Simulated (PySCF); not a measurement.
A TDDFT job was run through a driver script with this input:

```
{"job": {"kind": "uv", "xc": "wB97X-D", "basis": "def2-SVPD", "nstates": 8, "ntriplets": 3}, "charge": 0, "multiplicity": 1}
C     -3.410609    -0.525304    -0.275581
C     -2.401426    -0.440652     0.576839
Si    -0.694913    -1.191018     0.308802
C      0.592848     0.198640     0.220279
C      0.355965     1.501640     0.292109
O      1.837266    -0.323971     0.059159
Si     3.314648     0.329817    -0.111426
H     -3.313792    -1.045052    -1.214901
H     -4.377380    -0.084091    -0.083558
H     -2.565988     0.093228     1.506479
H     -0.353449    -2.066703     1.438825
H     -0.650128    -1.951451    -0.944769
H     -0.646687     1.866380     0.417949
H      1.146218     2.233308     0.227682
H      3.376413     1.198716    -1.289342
H      4.092350    -0.890029    -0.260783
H      3.691665     1.108573     1.070713
```

Its output, with some lines taken out ([cut]) and without the SCF cycles:

```
converged SCF energy = -812.1925387322

Static polarisability (au): isotropic 104.378, principal 84.785 100.524 127.825

Singlet excitations
state   eV       nm        f      main configurations
  1   6.5538    189.2   0.02833   H->L 0.54, H->L+2 0.33
  2   6.6482    186.5   0.17246   H->L+1 0.75, H->L+2 0.16
[cut]
[cut]
  5   7.0016    177.1   0.00070   H-1->L+1 0.51, H-2->L+1 0.32
  6   7.2802    170.3   0.02885   H->L+3 0.65
  7   7.3308    169.1   0.51686   H-1->L 0.87
[cut]

Triplet excitations (Tamm-Dancoff, eV): 4.2895 4.4827 6.2599
```

The calculation used PySCF, TDDFT wB97X-D/def2-SVPD, vertical, gas phase, core orbitals frozen in the response. One conformer (not necessarily the lowest) at the GFN2-xTB geometry, without solvent, vibrations or thermal averaging.

Task: What stood in the cut lines?

Result: 
```
  3   6.7444    183.8   0.01941   H->L+2 0.39, H->L 0.31, H->L+1 0.13
  4   6.8297    181.5   0.00156   H-3->L 0.41, H-2->L 0.40, H->L 0.09
  8   7.5213    164.8   0.00734   H->L+5 0.72, H->L+6 0.10
```

Task: What is the polarisability anisotropy, √(½[(α1 − α2)² + (α2 − α3)² + (α3 − α1)²])?

Result: 37.72 au.

Task: Which orbital energies lie behind H and L?

Result: HOMO -8.97 eV and LUMO 1.38 eV, a gap of 10.35 eV; state 1 differs from that by -3.80 eV.

Task: How much of the mean polarisability do the listed states account for?

Result: The sum over states Σ f/ΔE² (ΔE in hartree) gives 11.35 au, 11% of the total; the rest comes from higher roots of the same response equations.

Task: Write the structure that the coordinates describe.

Result: `C=C[SiH2]C(=C)O[SiH3]` (C4H10OSi2), point group C1.

H and L stand for HOMO and LUMO.

On one thread, Intel Xeon 6975P-C (x86_64) (shared host), this took 35 s and 1.0 GiB of memory at its peak.

Conformer computed: `[CH2:1]=[CH:2][SiH2:3][C:4](=[CH2:5])[O:6][SiH3:7]`: C1–C2–Si3–C4 118°, C2–Si3–C4–C5 -1°, Si3–C4–O6–Si7 179°.

The pairwise dispersion term of wB97X-D wasn't added to the energies; at a given geometry it leaves orbitals and properties as they are.
